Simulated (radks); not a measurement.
Problem. Species: Ta2+. Configuration: [Kr] 4d10 4f14 5s1.5 5p6 5d3 6d0.5 (fractional occupations, a model configuration). All-electron calculation, Dirac Kohn-Sham, PW91, spin-unpolarised, spherical densities, finite nucleus; open shells fill j = l - 1/2 first; Fermi nuclear charge, rms radius 5.3507 fm. Program: a radial shooting solver on a logarithmic mesh with Libxc functionals. Some entries of the table are withheld. Estimate them.

orbital,occ.,eigenvalue (hartree),<1/r> (bohr^-1),<r^2> (bohr^2)
1s1/2,2,-2472.538,(1),0.0004788
2s1/2,2,-425.1846,20.74,0.007318
2p1/2,2,-406.4832,20.72,0.005232
2p3/2,4,-359.7920,17.50,0.006435
3s1/2,2,-97.98104,7.612,0.04787
3p1/2,2,-89.64713,7.529,(2)
3p3/2,4,-79.59572,6.699,(3)
3d3/2,4,-65.48621,6.591,0.03932
3d5/2,6,-63.29670,6.394,0.04114
4s1/2,2,-20.58088,3.195,0.2378
4p1/2,2,-17.14163,3.085,(4)
4p3/2,4,-14.82687,2.796,(5)
4d3/2,4,-9.16680,2.579,0.3094
4d5/2,6,-8.74150,2.509,0.3231
5s1/2,1.5,-3.41734,1.228,1.350
5p1/2,2,-2.41327,(6),(7)
5p3/2,4,-2.08388,(8),(9)
4f5/2,6,-1.70648,2.024,0.5034
4f7/2,8,-1.63328,1.994,0.5213
5d3/2,3,-0.80725,0.6934,4.047
5d5/2,0,-0.77834,0.6727,4.278
6d3/2,0.5,-0.28340,0.2357,33.02
6d5/2,0,-0.27958,0.2328,33.96

Solution. 
(1) 1s1/2 <1/r> (bohr^-1): 85.40
(2) 3p1/2 <r^2> (bohr^2): 0.04397
(3) 3p3/2 <r^2> (bohr^2): 0.05059
(4) 4p1/2 <r^2> (bohr^2): 0.2458
(5) 4p3/2 <r^2> (bohr^2): 0.2818
(6) 5p1/2 <1/r> (bohr^-1): 1.099
(7) 5p1/2 <r^2> (bohr^2): 1.656
(8) 5p3/2 <1/r> (bohr^-1): 0.9995
(9) 5p3/2 <r^2> (bohr^2): 1.944
